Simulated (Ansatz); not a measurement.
`C[O][Sn][O]C` and `C[O][Sn][OH]` differ in one atom or group.

Ansatz, PBE0-D4/def2-TZVP geometries, multiplicity 1. Each molecule was computed in one conformer, which needn't be the lowest.

Elements past krypton have def2 core potentials.

| property | `C[O][Sn][O]C` |
| --- | --- |
| size of the dipole moment (ωB97M-V/def2-TZVPP) / D | 0.12 |
| LUMO energy (ωB97M-V/def2-TZVPP) / eV | -0.23 |
| zero-point energy (PBE0-D4/def2-TZVP) / kJ/mol | 215.9 |
| HOMO energy (B3LYP/def2-TZVPP) / eV | -7.21 |
| ideal-gas entropy at 298 K and 1 bar (rigid rotor, harmonic PBE0-D4/def2-TZVP) / J/(mol·K) | 381 |
| LUMO energy (PBE/def2-TZVPP) / eV | -2.55 |

Task: Give the same properties after the change, and the shifts. (Estimate.)

Result: Computed: 
```tsv
property	`C[O][Sn][OH]`	shift
size of the dipole moment (ωB97M-V/def2-TZVPP) / D	0.35	0.23
LUMO energy (ωB97M-V/def2-TZVPP) / eV	-0.25	-0.02
zero-point energy (PBE0-D4/def2-TZVP) / kJ/mol	141.6	-74.3
HOMO energy (B3LYP/def2-TZVPP) / eV	-7.45	-0.24
ideal-gas entropy at 298 K and 1 bar (rigid rotor, harmonic PBE0-D4/def2-TZVP) / J/(mol·K)	345	-36
LUMO energy (PBE/def2-TZVPP) / eV	-2.61	-0.06
```

With PBE0 the HOMO falls by 0.19 eV and the LUMO falls by 0.05 eV, so the gap widens by about 0.14 eV. PBE moves the HOMO by -0.35 eV and ωB97M-V by -0.13 eV. The zero-point energy changes by -74.3 kJ/mol with -9 modes. Dipoles are sizes alone; their direction can turn. Modes under 60 cm⁻¹, often nearly free rotors, make the harmonic entropy too high.

B3LYP here is the variant with VWN-RPA as its local correlation; programs differ in this.
